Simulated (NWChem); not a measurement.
# HTeSCl; SMILES S[Te]Cl

```xyz
4

Te     0.5943     0.0153    -0.0059
Cl    -0.8561    -1.8784    -0.0085
S     -0.9501     1.8253    -0.0518
H     -1.1484     1.9330     1.2837
```
Atoms are numbered in this order, from 1.

Program: NWChem. All runs use the structure optimised with PBE0/def2-SVP. No frequency run checked for a minimum. def2 effective core potentials on Te; no spin-orbit coupling. Ions are spin-unrestricted doublets at the neutral geometry; other ion states weren't tried.

For level PBE/def2-SVP:

```
Item                                   Result
-------------------------------------  ------
vertical ionisation energy, ΔSCF (eV)    8.47
−ε(HOMO) (eV)                            5.39
```

What are these values for level B3LYP/def2-SVP?

The vertical ionisation energy, ΔSCF (eV) comes out as 8.69 and the −ε(HOMO) (eV) comes out as 6.28.
